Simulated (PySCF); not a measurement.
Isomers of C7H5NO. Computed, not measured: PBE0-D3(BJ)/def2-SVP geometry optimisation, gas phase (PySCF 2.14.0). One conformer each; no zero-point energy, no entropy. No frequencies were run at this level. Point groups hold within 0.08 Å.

Problem. Rank from lowest to highest electronic energy at this level (kcal/mol).
A. benzoxazole, `c1ccc2ocnc2c1`
B. `[N:1]#[C:2][c:3]1[cH:4][cH:5][cH:6][cH:7][c:8]1[OH:9]` with C7–C8–O9–H 180° (ortho-cyanophenol)

Solution. A (0.0), B (9.9).

As drawn, the higher has a C≡N group and an O–H bond, which the lower lacks.

```json
{"SMILES": "c1ccc2ocnc2c1", "E (Eh)": "-398.99512", "E rel (kcal/mol)": "0.0", "dipole (D)": "1.31", "point group": "Cs", "A, B, C (MHz)": "3988, 1710, 1197"}
{"SMILES": "N#Cc1ccccc1O", "E (Eh)": "-398.97932", "E rel (kcal/mol)": "9.9", "dipole (D)": "3.21", "point group": "Cs", "A, B, C (MHz)": "3069, 1512, 1013"}
```

Problem. How do the relative energies change in single points at CAM-B3LYP/def2-SVPD (no added dispersion term) on the same geometries?

Solution. 
| SMILES | PBE0-D3(BJ)/def2-SVP (kcal/mol) | CAM-B3LYP/def2-SVPD (kcal/mol) | shift |
| --- | --- | --- | --- |
| c1ccc2ocnc2c1 | 0.0 | 0.0 | 0.0 |
| N#Cc1ccccc1O | 9.9 | 5.9 | -4.0 |

Each column counts from its own lowest isomer. The order is unchanged; the largest shift is 4.0 kcal/mol.
